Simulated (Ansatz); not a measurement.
Coupled-cluster run, `C=C(S)[SiH2][SiH3]`.

```yaml
crystal:
  periodic: [false, false, false]
  atoms:
    - {symbol: C, position_ang: [-0.217946, 0.091901, 2.190407]}
    - {symbol: C, position_ang: [0.476061, -0.025135, 1.057299]}
    - {symbol: S, position_ang: [1.789201, -1.155887, 0.798447]}
    - {symbol: Si, position_ang: [0.045873, 1.020448, -0.442547]}
    - {symbol: Si, position_ang: [-0.634274, -0.347844, -2.217545]}
    - {symbol: H, position_ang: [-1.021727, 0.814578, 2.273802]}
    - {symbol: H, position_ang: [-0.015920, -0.518382, 3.066712]}
    - {symbol: H, position_ang: [1.767036, -1.748468, 2.006209]}
    - {symbol: H, position_ang: [-1.043940, 1.946396, -0.035167]}
    - {symbol: H, position_ang: [1.232270, 1.816154, -0.862173]}
    - {symbol: H, position_ang: [-1.756479, -1.222589, -1.784688]}
    - {symbol: H, position_ang: [-1.093704, 0.493189, -3.356620]}
    - {symbol: H, position_ang: [0.493651, -1.199159, -2.679338]}
basis:
  gaussian: {orbitals: def2-TZVPP}
correlation: {method: ccsd_t}
```

```sh
$ ansatz run in.yaml --threads 4 --pin off --events-out ev --progress --plain --max-ram 10444MiB
```

Log, shortened:

```
Functional definition: HF
1717 factors; integrals over basis functions are off by at most 8.8e-4 eV
mean field evaluation 1: about -28726.4168 eV, gradient 3.0e1 eV
mean field evaluation 2: about -28726.7489 eV, gradient 3.0e1 eV
mean field evaluation 4: about -28730.2699 eV, gradient 4.4e0 eV
mean field evaluation 8: about -28730.3651 eV, gradient 3.1e-1 eV
mean field evaluation 16: about -28730.3660 eV, gradient 2.1e-6 eV
mean field -28730.36597363 eV, -1055.8214753894 hartree, gradient 2.1e-6 eV, S^2 0.000000; 0 other end points of the search recorded, 0 dependent functions left out
17 core orbitals not correlated: weight in the atoms' cores, before any rotation towards them, 1.000 or more for the frozen orbitals, at most 0.000 for the correlated occupied ones
reference -28730.36597363 eV, -1055.8214753894 hartree; 15, 15 occupied and 268, 268 virtual orbitals, 1717 factors
second order -20.55149744 eV of doubles, -0.00000000 eV of singles
cycle   1  -21.70266164 eV  change    -1.2e0 eV  update   1.1e-1
cycle   2  -22.39296632 eV  change   -6.9e-1 eV  update   3.6e-2
cycle   3  -22.50503235 eV  change   -1.1e-1 eV  update   1.6e-2
cycle   4  -22.49816900 eV  change    6.9e-3 eV  update   4.5e-3
cycle   5  -22.49741532 eV  change    7.5e-4 eV  update   2.0e-3
cycle   6  -22.49717295 eV  change    2.4e-4 eV  update   5.2e-4
cycle   7  -22.49703479 eV  change    1.4e-4 eV  update   2.4e-4
cycle   8  -22.49708371 eV  change   -4.9e-5 eV  update   1.0e-4
cycle   9  -22.49708538 eV  change   -1.7e-6 eV  update   4.0e-5
cycle  10  -22.49706395 eV  change    2.1e-5 eV  update   1.4e-5
perturbative correction -1.01551926 eV, -0.0373196446 hartree
Total energy: -28753.87855684 eV, -1056.6855468850 hartree
```

Run time 4.7 min (4 threads of an Arm Neoverse V1 on a shared host); peak host memory 9.1 GiB.

Correlation energy per correlated electron: -0.784 eV. T1 diagnostic: 0.0130.
